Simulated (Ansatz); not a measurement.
`[AlH2][BH]O[SiH3]` + `[OH][GaH2]` → `[AlH2][O][GaH2]` + `BO[SiH3]` at 400 K and 1 bar (cleavage of the Al–B bond).

Gas-phase electronic energies from Ansatz, PBE0-D4/def2-TZVP geometries. CCSD(T)/CBS adds triple-zeta CCSD(T) − MP2 to the extrapolated MP2 energy (def2 sets, frozen cores). For Ga outer-core shells are correlated without core-valence functions, which leaves a few kJ/mol of doubt a bond. Scalar relativity is left out up to krypton. One conformer a species, not always the lowest.

| species | CCSD(T)/CBS energy (Eh) | H − E (kJ/mol) | S (J/(mol·K)) |
| --- | --- | --- | --- |
| `[AlH2][BH]O[SiH3]` | -634.69802 | 179.6 | 394.4 |
| `[OH][GaH2]` | -2000.92981 | 89.0 | 281.3 |
| `[AlH2][O][GaH2]` | -2243.58748 | 109.3 | 356.0 |
| `BO[SiH3]` | -392.11480 | 157.5 | 316.6 |

H − E and S are ideal-gas, rigid-rotor, harmonic terms from PBE0-D4/def2-TZVP, for one conformer and one mirror image of each species. 1 Eh = 2625.50 kJ/mol, R = 8.31446 J/(mol·K).

**Question.** By hand: ΔE, ΔH, ΔS and ΔG.

**Answer.** ΔE = (-2243.58748) + (-392.11480) − (-634.69802) − (-2000.92981) = -0.07445 Eh = -195.5 kJ/mol. Δ(H − E) = 109.3 + 157.5 − 179.6 − 89.0 = -1.8, so ΔH = -197.3 kJ/mol. ΔS = 356.0 + 316.6 − 394.4 − 281.3 = -3.1 J/(mol·K). ΔG = -197.3 − 400 × (-3.1)/1000 = -196.1 kJ/mol.

**Question.** By hand: the equilibrium constant, and the temperature at which ΔG would vanish if ΔH and ΔS stayed fixed.

**Answer.** log₁₀ K = −ΔG/(RT ln 10) = 25.6. ΔG = 0 at ΔH/ΔS = 63645 K, far beyond where these terms or the molecules hold.

The number of gas molecules stays the same, so ΔS is small and ΔH decides. A doubt of 5 kJ/mol in ΔE shifts log₁₀ K by 0.7 here. Other conformers and mirror images would add mixing entropy, several J/(mol·K) or more a flexible species. These are equilibria of isolated gas molecules and say nothing of rates. Largest T1 diagnostic: 0.015 (customary marks: 0.02 for closed shells, 0.045 for open ones).
